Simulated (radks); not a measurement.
Co XXV, 3 electrons, occupied as [He] 2s1 (the NIST ground configuration). Calculated with a radial shooting solver on a logarithmic mesh with Libxc functionals: non-relativistic Kohn-Sham, PBE, spin-unpolarised, spherical densities, point nucleus; without spin polarisation the odd electron is poorly described.

Normalised radial functions P(r) = r R(r), r in bohr:

```
   r/bohr * 1s, o 2s (the largest magnitude, 3.76, reaches the edge; | marks zero, & curves that meet)
 0.004413                             |  o    *
 0.005886                             |  o      *
 0.007851                             |   o        *
  0.01047                             |    o          *
  0.01397                             |     o            *
  0.01863                             |      o              *
  0.02484                             |       o                *
  0.03314                             |       o                  *
   0.0442                             |      o                   *
  0.05895                             |   o                   *
  0.07862                            o|                  *
   0.1049                      o      |            *
   0.1399                 o           |      *
   0.1865             o               |  *
   0.2488              o              |*
   0.3318                   o         *
   0.4426                        o    *
   0.5903                            o*
   0.7873                             &
```

1s: eigenvalue -9152.4 eV, 0 radial nodes, <r> = 0.0565 bohr, 90 % of the charge inside 0.100 bohr. 2s: eigenvalue -2145.3 eV, 1 radial node at r = 0.0757 bohr, <r> = 0.233 bohr, 90 % of the charge inside 0.355 bohr.
